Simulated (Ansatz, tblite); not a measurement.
Cost and result up the ladder for CoF₃ (4 atoms). Charge 0, multiplicity 5. Geometry: PBE0-D4/def2-TZVP.

```
atom    x (Å)    y (Å)    z (Å)
 Co1   0.0003   0.0003   0.0001
  F2  -0.3512   1.5542  -0.6448
  F3  -1.2290  -0.8957   0.8003
  F4   1.5800  -0.6588  -0.1556
```

Ansatz on 2 threads of Intel Xeon 6975P-C on a shared host; xTB runs through tblite on one thread. Times are rough, summed over both states, and most runs start from the orbitals of an earlier one. PBE-QIDH/def2-TZVP serves as the yardstick here, not as an exact answer. The other state is a sextet, and no other spin of it was run.

The xTB rows come from tblite. HSE06 is defined as in plane-wave codes, on full-range PBE exchange. Correlated methods freeze 8 core orbitals; core or outer-core shells of Co are correlated, in sets that lack core-valence functions.

Second-order perturbation terms are unreliable where d shells bring near-degenerate states, and here PBE-QIDH/def2-TZVP lies more than 0.4 eV from the median of the functionals without such a term.

At PBE0-D4/def2-TZVP the highest occupied level of the quintet has α spin (-11.19 eV), and emptying it gives a quartet, which wasn't run; the ionisation energy to the sextet shown is then probably not the lowest one.

Correlated methods converge slowly with the basis.

Raw xTB energies of ions are shifted by several eV, and xTB has no spin-polarisation term.

```
                            level  functions  wall time  vertical IE (eV)  difference from PBE-QIDH/def2-TZVP (eV)
                         GFN2-xTB         21    0.005 s             17.20                                     2.84
                         GFN1-xTB         21    0.008 s             19.22                                     4.87
                 PBE-D4/def2-TZVP        138      3.5 s             12.18                                    -2.17
                BLYP-D4/def2-TZVP        138      3.6 s             12.19                                    -2.16
r2SCAN-D4/def2-TZVP (with forces)        138      7.3 s             12.51                                    -1.84
  PBE0-D4/def2-TZVP (with forces)        138      9.3 s             13.19                                    -1.16
               HSE06-D4/def2-TZVP        138      9.6 s             13.17                                    -1.19
               PBE-QIDH/def2-TZVP        138       13 s             14.35                                     0.00
               BHLYP-D4/def2-TZVP        138       18 s             14.19                                    -0.17
             r2SCAN0-D4/def2-TZVP        138       22 s             13.46                                    -0.89
```
